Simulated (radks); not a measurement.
Values are calculated unless marked as measured or tabulated.
The scandium ion Sc4+, configuration [Ne] 3s2 3p5.

Code: a radial shooting solver on a logarithmic mesh with Libxc functionals. Model: Dirac Kohn-Sham, PBE, spin-unpolarised, spherical densities, point nucleus; open shells fill j = l - 1/2 first.

Energy parts (eV):
part                      energy
total                 -20672.970
kinetic                20858.684
electron-nucleus      -48223.465
Hartree                 7708.584
exchange-correlation   -1016.773

Orbitals (lengths in bohr, moments of r in powers of bohr; <r^-3> diverges for s and p1/2; r(90%) holds 90 % of the orbital's charge):
orbital  occ.  eigenvalue (eV)  r(90%)  <r^-3>  <1/r>
1s1/2       2        -4453.472   0.130       -  20.77
2s1/2       2        -530.5008   0.534       -  4.311
2p1/2       2        -447.6439   0.503       -  4.239
2p3/2       4        -442.9932   0.507   220.4  4.190
3s1/2       2        -105.6371    1.53       -  1.362
3p1/2       2         -83.7547    1.64       -  1.259
3p3/2       3         -83.1677    1.65   27.98  1.250

The highest occupied level is 3p3/2 at -83.168 eV. Summed over all electrons, <r^2> = 10.33 bohr^2, which gives a Langevin (diamagnetic) susceptibility term of -8.18 x 10^-6 cm^3/mol.
